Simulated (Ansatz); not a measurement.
Stepwise reaction of `NB(N)O[SiH3]` with hydrogen sulfide, as a gas-phase model of exchange steps in deposition or etching. ΔE in kJ/mol.

Gas-phase electronic energies from Ansatz, PBE0-D4/def2-TZVP geometries. CBS: MP2 limit from def2 TZ/QZ plus the TZ coupled-cluster correction, frozen cores. This one scheme is used for every species. Functionals use def2-TZVPP. B3LYP here is the variant with VWN-RPA as its local correlation; programs differ in this. One conformer a species, not always the lowest.

```
step                                     reaction  PBE-D4  B3LYP-D4  ωB97M-V  CCSD(T)/CBS
   1  `NB(N)O[SiH3]` + H₂S → `NB(S)O[SiH3]` + NH₃    17.8      25.9     26.9         23.5
```

**Question.** Give the row of step 2, `NB(S)O[SiH3]` + H₂S → `[SiH3]OB(S)S` + NH₃. (Best estimate.)

**Answer.** Ansatz gave: 
```
step                                     reaction  PBE-D4  B3LYP-D4  ωB97M-V  CCSD(T)/CBS
   2  `NB(S)O[SiH3]` + H₂S → `[SiH3]OB(S)S` + NH₃    28.8      37.8     39.6         34.9
```

**Question.** By hand: ΔE of the 2 steps together at CCSD(T)/CBS.

**Answer.** (23.5) + (34.9) = 58.4 kJ/mol, or 29.2 kJ/mol a step.

In ΔE each step is higher than the one before. All are uphill at CCSD(T)/CBS. PBE-D4 differs from CCSD(T)/CBS by -6.1 to -5.7 kJ/mol a step. Isolated molecules leave out the surface, adducts and barriers. Largest T1 diagnostic: 0.013.
